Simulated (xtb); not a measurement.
C3F6, triplet, at a GFN2-xTB geometry (a higher spin typed on purpose: for a closed-shell molecule this is an excited state); GFN1-xTB run with xtb.

Here is a job for xtb.
```
$ xtb mol.xyz --gfn 1 --chrg 0 --uhf 2 --json

# file mol.xyz
9

F      2.24180610    -0.01504848    -0.67225413
C      1.48256483     0.21210371     0.40084165
F      1.63666190     1.47421199     0.80383342
C      0.18045076    -0.40670960     0.49176153
F     -0.01977017    -1.37904404     1.38117812
C     -1.03302769    -0.07382793    -0.35157085
F     -2.07511199     0.30564498     0.39834754
F     -0.75958953     0.91672918    -1.19651435
F     -1.44398826    -1.12353778    -1.07527882
```

What the program printed (banner, timings and long lists left out):

```
   ID    Z sym.   atoms
    1    9 F      1, 3, 5, 7-9
    2    6 C      2, 4, 6

           -------------------------------------------------
          |                Calculation Setup                |
           -------------------------------------------------

           -------------------------------------------------
          |                 G F N 1 - x T B                 |
           -------------------------------------------------

          ...................................................
          :                      SETUP                      :
          :.................................................:
          :  # basis functions                  36          :
          :  # atomic orbitals                  36          :
          :  # shells                           18          :
          :  # electrons                        54          :
          :  # halogen bonds                     0          :
          :  max. iterations                   250          :
          :  Hamiltonian                  GFN1-xTB          :
          :  restarted?                      false          :
          :  GBSA solvation                  false          :
          :  PC potential                    false          :
          :  electronic temp.          300.0000000     K    :
          :  accuracy                    1.0000000          :
          :  -> integral cutoff          0.2500000E+02      :
          :  -> integral neglect         0.1000000E-07      :
          :  -> SCF convergence          0.1000000E-05 Eh   :
          :  -> wf. convergence          0.2000000E-04 e    :
          :  Broyden damping             0.4000000          :
          :  net charge                          0          :
          :  unpaired electrons                  2          :
          ...................................................

 iter      E             dE          RMSdq      gap      omega  full diag
   1    -37.0089331 -0.370089E+02  0.727E+00    7.84       0.0  T
   2    -37.1221013 -0.113168E+00  0.435E+00    7.91       1.0  T
   3    -37.1226609 -0.559539E-03  0.170E+00    7.90       1.0  T
   4    -37.1244255 -0.176465E-02  0.971E-02    7.89       1.0  T
   5    -37.1245303 -0.104753E-03  0.119E-02    7.91       2.8  T
   6    -37.1245319 -0.164456E-05  0.207E-03    7.91      16.1  T
   7    -37.1245320 -0.542217E-07  0.936E-04    7.91      35.6  T
   8    -37.1245320 -0.985711E-08  0.104E-04    7.90     321.3  T
   9    -37.1245320 -0.873968E-12  0.759E-05    7.90     439.1  T

   *** convergence criteria satisfied after 9 iterations ***

 transition dipole moment (au) for excitation:          27          28
     X       Y       Z
   0.0216  -0.0500  -0.0513  total (au/Debye):    0.075   0.190
 dE (eV)             :    0.778
 oscillator strength :  0.15091E-03

         :::::::::::::::::::::::::::::::::::::::::::::::::::::
         ::                     SUMMARY                     ::
         :::::::::::::::::::::::::::::::::::::::::::::::::::::
         :: total energy             -37.035688131869 Eh    ::
         :: gradient norm              0.019459062886 Eh/a0 ::
         :: HOMO-LUMO gap              7.904889601287 eV    ::
         ::.................................................::
         :: SCC energy               -37.124531982127 Eh    ::
         :: -> electrostatic           0.100966305465 Eh    ::
         :: repulsion energy           0.091421901740 Eh    ::
         :: dispersion energy         -0.002578051482 Eh    ::
         :: halogen bond corr.         0.000000000000 Eh    ::
         :: add. restraining           0.000000000000 Eh    ::
         :: total charge               0.000000000000 e     ::
         :::::::::::::::::::::::::::::::::::::::::::::::::::::

           -------------------------------------------------
          |                Property Printout                |
           -------------------------------------------------

    * Orbital Energies and Occupations

         #    Occupation            Energy/Eh            Energy/eV
      -------------------------------------------------------------
         1        2.0000           -0.9459871             -25.7416
       ...           ...                  ...                  ...
        16        2.0000           -0.6445023             -17.5378
        17        2.0000           -0.6294003             -17.1269
        18        2.0000           -0.6150473             -16.7363
        19        2.0000           -0.6140176             -16.7083
        20        2.0000           -0.6083210             -16.5533
        21        2.0000           -0.5963298             -16.2270
        22        2.0000           -0.5961017             -16.2208
        23        2.0000           -0.5959284             -16.2160
        24        2.0000           -0.5946514             -16.1813
        25        2.0000           -0.5931041             -16.1392
        26        2.0000           -0.5588371             -15.2067
        27        1.0000           -0.4463574             -12.1460
        28        1.0000           -0.4177776             -11.3683 (HOMO)
        29                         -0.1272782              -3.4634 (LUMO)
        30                         -0.0635252              -1.7286
        31                         -0.0474057              -1.2900
        32                         -0.0252867              -0.6881
        33                          0.0261053               0.7104
        34                          0.0397953               1.0829
        35                          0.1013756               2.7586
        36                          0.2479945               6.7483
      -------------------------------------------------------------
                  HL-Gap            0.2904993 Eh            7.9049 eV
             Fermi-level           -0.3875626 Eh          -10.5461 eV

  Mulliken/CM5 charges         n(s)   n(p)   n(d)
     1F    -0.19263 -0.21318   1.826  5.367  0.000
     2C     0.39193  0.43200   1.030  2.578  0.000
     3F    -0.19257 -0.21314   1.825  5.367  0.000
     4C     0.18772  0.21406   1.058  2.755  0.000
     5F    -0.16856 -0.19040   1.825  5.343  0.000
     6C     0.64665  0.70514   1.003  2.351  0.000
     7F    -0.22289 -0.24326   1.814  5.409  0.000
     8F    -0.22628 -0.24752   1.809  5.417  0.000
     9F    -0.22337 -0.24370   1.814  5.409  0.000

Wiberg/Mayer (AO) data.
largest (>0.10) Wiberg bond orders for each atom

 ---------------------------------------------------------------------------
     #   Z sym  total        # sym  WBO       # sym  WBO       # sym  WBO
 ---------------------------------------------------------------------------
     1   9 F    1.167 --     2 C    1.044
     2   6 C    3.228 --     4 C    1.059     3 F    1.045     1 F    1.044
     3   9 F    1.167 --     2 C    1.045
     4   6 C    3.281 --     5 F    1.112     2 C    1.059     6 C    0.930
     5   9 F    1.195 --     4 C    1.112
     6   6 C    3.793 --     8 F    0.945     7 F    0.931     4 C    0.930
                             9 F    0.929
     7   9 F    1.080 --     6 C    0.931
     8   9 F    1.074 --     6 C    0.945
     9   9 F    1.079 --     6 C    0.929
 ---------------------------------------------------------------------------

Topologies differ in total number of bonds
Writing topology from bond orders to xtbtopo.mol

 dipole moment from electron density (au)
     X       Y       Z
   0.2177  -0.1706   0.2685  total (Debye):    0.980

           -------------------------------------------------
          | TOTAL ENERGY              -37.035688131869 Eh   |
          | GRADIENT NORM               0.019459062886 Eh/α |
          | HOMO-LUMO GAP               7.904889601287 eV   |
           -------------------------------------------------

normal termination of xtb
```
